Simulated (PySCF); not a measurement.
Predicted microwave data (PBE0/def2-SVPD in PySCF (dipole) on a GFN2-xTB geometry, gas phase) for one isomer of C6H15N:

| Quantity | Value |
| --- | --- |
| Rotational constants | A = 3512, B = 1711, C = 1450 MHz |
| Dipole components | \|μa\| = 1.27 D, \|μb\| = 0.00 D, \|μc\| = 0.10 D |
| Inertial defect | -90.79 u·Å² |
| κ | -0.75 |

Task: Which structure is it? (One computed conformer of each.)
A. `[CH3:1][CH2:2][CH2:3][CH2:4][CH2:5][CH2:6][NH2:7]` with C1–C2–C3–C4 -178°, C2–C3–C4–C5 -179°, C3–C4–C5–C6 -174°, C4–C5–C6–N7 63°, C5–C6–N7–H 61° and 180°
B. `[CH3:1][CH2:2][CH2:3][C:4]([CH3:5])([CH3:6])[NH2:7]` with C1–C2–C3–C4 171°, C2–C3–C4–C5 61°, C3–C4–N7–H -62° and 179°
C. `[CH3:1][CH2:2][CH2:3][CH2:4][N:5]([CH3:6])[CH3:7]` with C1–C2–C3–C4 -178°, C2–C3–C4–N5 -168°, C3–C4–N5–C6 165°
D. `[CH3:1][CH2:2][NH:3][CH2:4][CH:5]([CH3:6])[CH3:7]` with C1–C2–N3–C4 -69°, C2–N3–C4–C5 -173°, N3–C4–C5–C6 60°
E. `[CH3:1][CH2:2][C@@H:3]([CH3:4])[C@H:5]([CH3:6])[NH2:7]` with C1–C2–C3–C4 62°, C2–C3–C5–C6 65°, C3–C5–N7–H -55° and 64°

Result: E. It is CC[C@@H](C)[C@H](C)N, an asymmetric top, point group C1. The candidates at the same level (rigid rotor, commonest isotopes):

```json
{"SMILES": "CC[C@@H](C)[C@H](C)N", "A (MHz)": "3512", "B (MHz)": "1711", "C (MHz)": "1450", "μa (D)": "1.27", "μb (D)": "0.00", "μc (D)": "0.10", "Δ (u·Å²)": "-90.79", "point group": "C1", "rotor": "asymmetric top"}
{"SMILES": "CCNCC(C)C", "A (MHz)": "5444", "B (MHz)": "1192", "C (MHz)": "1045", "μa (D)": "0.52", "μb (D)": "0.73", "μc (D)": "0.41", "Δ (u·Å²)": "-33.19", "point group": "C1", "rotor": "near-prolate asymmetric top"}
{"SMILES": "CCCC(C)(C)N", "A (MHz)": "4207", "B (MHz)": "1446", "C (MHz)": "1418", "μa (D)": "0.89", "μb (D)": "0.67", "μc (D)": "0.08", "Δ (u·Å²)": "-113.32", "point group": "C1", "rotor": "near-prolate asymmetric top"}
{"SMILES": "CCCCCCN", "A (MHz)": "7991", "B (MHz)": "848.5", "C (MHz)": "815.3", "μa (D)": "1.06", "μb (D)": "0.56", "μc (D)": "0.37", "Δ (u·Å²)": "-39.04", "point group": "C1", "rotor": "near-prolate asymmetric top"}
{"SMILES": "CCCCN(C)C", "A (MHz)": "6642", "B (MHz)": "1047", "C (MHz)": "956.3", "μa (D)": "0.03", "μb (D)": "0.09", "μc (D)": "0.52", "Δ (u·Å²)": "-30.24", "point group": "C1", "rotor": "near-prolate asymmetric top"}
```

`CCNCC(C)C` has A 55 % too high; `CCCCN(C)C` has A 89 % too high; `CCCCCCN` has A 127 % too high; `CCCC(C)(C)N` has A 20 % too high. No structure here is proved a minimum.
